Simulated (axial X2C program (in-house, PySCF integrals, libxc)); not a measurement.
## InB⁻: properties at the nuclei

Computed with an axial X2C code built on PySCF integrals: two-component X2C with atomic mean-field Coulomb and Gaunt terms, Gaussian nuclei, basis In dyall-acv3z, B dyall-av3z with contracted cores.

R = 2.258 Å (near the PBE0 minimum at charge -1 of the determinant lowest at the starting distance; the state shown can have its own minimum elsewhere).

Input and command:
```json
{"zs": [49, 5], "q": -1, "bas": ["dyall-acv3z", "dyall-av3z"], "r0": 2.27, "levels": ["PBE0", "HF", "PBE50", "BHandHLYP", "PBE"], "nst": 3}
```
```bash
python soeom.py task.json out
```

Keys: zs atomic numbers; q charge; bas basis sets; r0 starting distance in Å; levels methods; nst determinants followed.

Determinant lowest in the PBE0 search, Ω = 3/2 (⟨Sz⟩ = 1.49, ⟨Lz⟩ = 0.01 at PBE0), spin on the atoms In 0.60, B 0.89:

```json
{"level": "PBE0", "Eeff magnitude (GV/cm)": "0.799", "Ws magnitude In (kHz)": "0.164", "A∥/gI In (MHz)": "-267", "qzz In (a.u.)": "-3.28", "A∥/gI B (MHz)": "7.4", "qzz B (a.u.)": "-0.15"}
{"level": "HF", "Eeff magnitude (GV/cm)": "4.01", "Ws magnitude In (kHz)": "1.4", "A∥/gI In (MHz)": "-323", "qzz In (a.u.)": "-4.67", "A∥/gI B (MHz)": "24.5", "qzz B (a.u.)": "-0.18"}
{"level": "PBE50", "Eeff magnitude (GV/cm)": "1.26", "Ws magnitude In (kHz)": "0.334", "A∥/gI In (MHz)": "-296", "qzz In (a.u.)": "-3.63", "A∥/gI B (MHz)": "6.44", "qzz B (a.u.)": "-0.16"}
{"level": "BHandHLYP", "Eeff magnitude (GV/cm)": "0.611", "Ws magnitude In (kHz)": "0.0833", "A∥/gI In (MHz)": "-232", "qzz In (a.u.)": "-3.40", "A∥/gI B (MHz)": "17.5", "qzz B (a.u.)": "-0.18"}
{"level": "PBE", "Eeff magnitude (GV/cm)": "0.412", "Ws magnitude In (kHz)": "0.027", "A∥/gI In (MHz)": "-213", "qzz In (a.u.)": "-2.96", "A∥/gI B (MHz)": "9.22", "qzz B (a.u.)": "-0.14"}
```

Determinant 0.58 eV from it at PBE0 and this distance, Ω = 1/2 (⟨Sz⟩ = 0.49, ⟨Lz⟩ = 0.01 at PBE0), spin on the atoms In 0.12, B 0.37:

```tsv
level	Eeff magnitude (GV/cm)	Ws magnitude In (kHz)	A∥/gI In (MHz)	qzz In (a.u.)	A∥/gI B (MHz)	qzz B (a.u.)
PBE0	0.295	0.512	-265	-2.75	41	-0.21
HF	1.91	2.07	246	-3.73	24	-0.24
PBE50	0.286	0.15	-262	-3.04	28.9	-0.22
BHandHLYP	0.209	0.0604	-296	-3.00	54.6	-0.25
PBE	0.664	0.92	-120	-2.48	49.4	-0.20
```

Eeff is the effective electric field on the electron electric dipole moment in this Ω state and Ws the scalar–pseudoscalar constant of the nucleus named (defined with the proton number Z and per Ω); A∥ (defined per Ω) follows by multiplying with gI = μI/(I μN); qzz is the electric field gradient, eQq0 = 234.96 MHz × Q/barn × qzz. The operators were transformed with the bare-nucleus X2C matrices; with these basis sets, hyperfine constants and field gradients can be off by tens of per cent, and where levels differ in sign neither size nor sign is settled.

**Question.** With gI(115In) = 1.2313, Q(115In) = 0.772 barn, Q(11B) = 0.04059 barn (g factors from the IAEA table of nuclear moments by Stone; Q from Pyykkö, Mol. Phys. 2018), turn the PBE0 values of the first state into constants in MHz.

**Answer.** A∥(115In) = -267 × 1.2313 = -329 MHz; eQq0(115In) = 234.96 × (0.772) × (-3.28) = -595 MHz; eQq0(11B) = 234.96 × (0.04059) × (-0.15) = -1.43 MHz.

Each state is one determinant with collinear spin, which with several unpaired electrons need not be a pure state. Unrestricted Hartree–Fock can overshoot spin polarisation at the nuclei. In the state Ω = 1/2 the sign of Eeff differs between levels (HF, PBE50, BHandHLYP against PBE0). For an anion, determinants above electron detachment, or with a positive highest level, are held by the basis set. This is the top spin component of a Σ state; components of lower Ω are not single determinants and can lie lower. With several open shells hyperfine constants can be off by a factor of several. Where Eeff spreads by more than a factor of two the levels disagree and none is to be relied on. States lie within half an eV, so the first need not be the ground state. The sign of Ws at In differs between levels in the second state. Further determinants of the search, some of them spin-mixed, are not shown. Where a field gradient or hyperfine factor spreads by more than a factor of two over the levels, a constant derived from it is not to be relied on. PBE0 term energies can be off by some tenths of an eV.
